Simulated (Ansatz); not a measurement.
Wavefunction ladder for CH$_{6}$AlFO$_{2}$Si

Cartesian coordinates in Å:
```
F 1.942 -1.849 1.426
C -0.387 -0.793 0.224
O 0.514 0.034 0.148
Al 2.313 -0.300 0.866
O -1.571 -0.571 -0.249
Si -1.959 0.916 -1.023
H -0.239 -1.767 0.698
H 2.426 0.807 1.998
H 3.203 -0.264 -0.449
H -1.776 2.007 -0.046
H -3.375 0.719 -1.385
H -1.091 1.061 -2.208
```

Charge 0, multiplicity 1. The bonds changed during the relaxation, so this is another structure than the one it started from. Geometry: relaxed with PBE0-D4/def2-TZVP. It is one conformer, not always the lowest. Frozen core, restricted reference, Ansatz 0.2.0. CBS rows extrapolate triple and quadruple zeta; past MP2 they add the triple-zeta difference.

| basis | HF (Eh) | MP2 corr. | CCSD corr. | (T) | CCSD(T) total |
| --- | --- | --- | --- | --- | --- |
| def2-TZVPP | -821.66945 | -1.08151 | -1.12087 | -0.03933 | -822.82965 |
| def2-QZVPP | ? | ? | – | – | – |
| CBS(def2) | ? | -1.23608 | ? | as TZ | ? |

(1) Fill in the withheld values. (An estimate is asked.)

Results:

(1) Ansatz gave: def2-QZVPP HF (Eh): -821.70032; def2-QZVPP MP2 corr.: -1.17030; CBS(def2) HF (Eh): -821.70457; CBS(def2) CCSD corr.: -1.27543; CBS(def2) CCSD(T) total: -823.01933.
